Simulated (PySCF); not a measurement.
Ligands exchanged one at a time, Ge F-Cl. Gas-phase values, no solvent. Strings in code marks are SMILES.

The LUMO from two functionals at the same geometries (B3LYP-D3(BJ)/def2-TZVP), both in PySCF: PBE-D3(BJ)/def2-TZVP and B3LYP-D3(BJ)/def2-TZVP. B3LYP has the VWN-RPA correlation part, as in Gaussian. 

```tsv
species	PBE-D3(BJ)/def2-TZVP (eV)	B3LYP-D3(BJ)/def2-TZVP (eV)
0 of 4 F replaced by Cl (`[F][Ge]([F])([F])[F]`)	-3.05	-2.34
1 of 4 F replaced by Cl	-3.07	-2.36
2 of 4 F replaced by Cl	-3.15	-2.47
3 of 4 F replaced by Cl	-3.28	-2.62
4 of 4 F replaced by Cl (`[Cl][Ge]([Cl])([Cl])[Cl]`)	-3.42	-2.78
```

Over these rows, drawn at random from the members with no instability flagged (it was tested for open shells, ions and some series alone), PBE minus B3LYP-D3(BJ): mean -0.68 eV, from -0.72 eV to -0.65 eV.
